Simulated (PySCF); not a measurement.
C₂H₅NO₂Si, SMILES C1=N[SiH2]OCO1. The structure is a stationary point at PBE-D3(BJ)/def2-SVP. The structure was generated by enumeration, and PubChem lists no compound with its InChIKey, so it may never have been made. One conformer was computed; it need not be the lowest.

Computed equilibrium geometry at PBE-D3(BJ)/def2-SVP (PySCF confirms it by a frequency run) as a Z-matrix (one conformer of several):
```
C
O 1 1.3936
H 1 1.1075 2 109.67
H 1 1.1199 3 109.59 2 123.35
O 1 1.4479 3 104.74 4 113.82
C 5 1.3615 1 116.16 3 171.49
N 6 1.2782 5 128.35 1 -11.80
H 6 1.1118 7 123.00 5 179.47
Si 2 1.7153 1 111.59 3 -177.70
H 9 1.4943 2 106.32 1 151.92
H 9 1.5022 10 111.14 2 -122.09
```
